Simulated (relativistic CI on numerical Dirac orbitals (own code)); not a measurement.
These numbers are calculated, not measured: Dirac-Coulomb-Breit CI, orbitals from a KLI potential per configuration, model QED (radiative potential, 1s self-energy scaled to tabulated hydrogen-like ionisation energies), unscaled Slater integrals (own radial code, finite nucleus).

CI space (outside the closed core [Ne]): 3s²3p⁶3d⁸, 3s²3p⁵3d⁹, 3s²3p⁴3d¹⁰, 3s3p⁶3d⁹, 3p⁶3d¹⁰, 3s3p⁵3d¹⁰, 3s²3p⁶3d⁷4s, 3s²3p⁶3d⁷4p, 3s²3p⁶3d⁷4d, 3s²3p⁶3d⁷4f, 3s²3p⁶3d⁶4s², 3s²3p⁵3d⁸4s, 3s²3p⁴3d⁹4s, 3s²3p⁶3d⁶4s4p, 3s²3p⁴3d⁹4p, 3s²3p⁵3d⁸4p, 3s²3p⁶3d⁷5s, 3s²3p⁶3d⁶4p², 3s²3p⁶3d⁷5p, 3s²3p⁶3d⁶4s4d, 3s²3p⁴3d⁹4d, 3s3p⁵3d⁹4s, 3s²3p⁶3d⁷5d, 3s²3p⁵3d⁸4d, 3s²3p⁶3d⁶4p4d, 3s3p⁶3d⁸4s, 3s3p⁵3d⁹4p, 3s²3p⁶3d⁷5f, 3s²3p⁵3d⁷4s², 3s²3p⁶3d⁷5g, 3s3p⁶3d⁸4p, 3s²3p⁶3d⁶4d², 3s²3p⁵3d⁷4s4p, 3s²3p⁶3d⁷6s, 3s3p⁵3d⁹4d, 3p⁶3d⁹4s. Levels of other configurations are missing.

At this charge energies of transitions that change n are usually good to better than 1 %, and those within a shell (Δn = 0) to a few per cent. Terms inside the open d or f shell come out 10 to 20 % too wide with unscaled integrals.

Outline of the computed level scheme of Pd XXI. Lowest level of each configuration: 3s²3p⁶3d⁸ ³F4 at 0.000 eV; 3s²3p⁵3d⁹ ³F°4 at 185.416 eV; 3s3p⁶3d⁹ ³D3 at 331.988 eV; 3s²3p⁶3d⁷4s ⁵F5 at 364.936 eV.

Some strong electric-dipole decays among the lowest 45 levels: 3s²3p⁵3d⁹ ¹F°3 → 3s²3p⁶3d⁸ ¹G4 (1.0e+12 s⁻¹); 3s²3p⁵3d⁹ ³P°0 → 3s²3p⁶3d⁸ ³P1 (4.2e+11 s⁻¹); 3s²3p⁵3d⁹ ³D°1 → 3s²3p⁶3d⁸ ¹D2 (4.0e+11 s⁻¹); 3s²3p⁵3d⁹ ³D°2 → 3s²3p⁶3d⁸ ³F3 (3.5e+11 s⁻¹); 3s²3p⁵3d⁹ ³F°3 → 3s²3p⁶3d⁸ ³F4 (3.2e+11 s⁻¹); 3s²3p⁵3d⁹ ³P°2 → 3s²3p⁶3d⁸ ³F3 (2.9e+11 s⁻¹); 3s²3p⁵3d⁹ ³D°3 → 3s²3p⁶3d⁸ ³F4 (2.9e+11 s⁻¹); 3s²3p⁵3d⁹ ¹D°2 → 3s²3p⁶3d⁸ ¹D2 (2.5e+11 s⁻¹).

LS names give the leading component of a level, which can be under half, so a name can repeat, a term be missing and a line seem to break the LS rules.
